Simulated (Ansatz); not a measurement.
C2H7BO can be A, `CBCO`, or B, `BOCC`.

Isolated molecules relaxed with PBE0-D4/def2-TZVP in Ansatz; ΔE leaves out vibrations. CBS: MP2 limit from def2 TZ/QZ plus the TZ coupled-cluster correction, frozen cores. Functionals use def2-TZVPP. B3LYP here is the variant with VWN-RPA as its local correlation; programs differ in this. Each species was taken in one conformer, which may not be the lowest.

Q: Which isomer does CCSD(T)/CBS put lower? Give the gap. (Best estimate.)

A: Computed: B, by 26.8 kcal/mol.

Q: Give E(B) − E(A) in kcal/mol with CCSD(T)/def2-TZVPP, r2SCAN-D4, B2PLYP, PBE-D4, CCSD/def2-TZVPP, B3LYP-D4, HF/def2-TZVPP. (Estimate.)

A: Ansatz gave: CCSD(T)/def2-TZVPP -27.7, r2SCAN-D4 -25.3, B2PLYP -27.7, PBE-D4 -24.5, CCSD/def2-TZVPP -27.5, B3LYP-D4 -27.0, HF/def2-TZVPP -29.0. None reverses the order clearly.

Q: Does the order hold for the free energy at 298.15 K (harmonic terms from PBE0-D4)? (An estimate is asked.)

A: Computed: Yes: G(B) − G(A) = -24.1 kcal/mol, for one conformer each.

Largest T1 diagnostic: 0.013.

In def2-TZVPP, CCSD(T) changes the Hartree–Fock value by +1.3 kcal/mol (the triples alone add −0.2 kcal/mol) and MP2 by +1.1 kcal/mol. At CCSD(T), def2-SVP lies −6.7 kcal/mol from the extrapolated value and def2-TZVPP −0.9 kcal/mol.
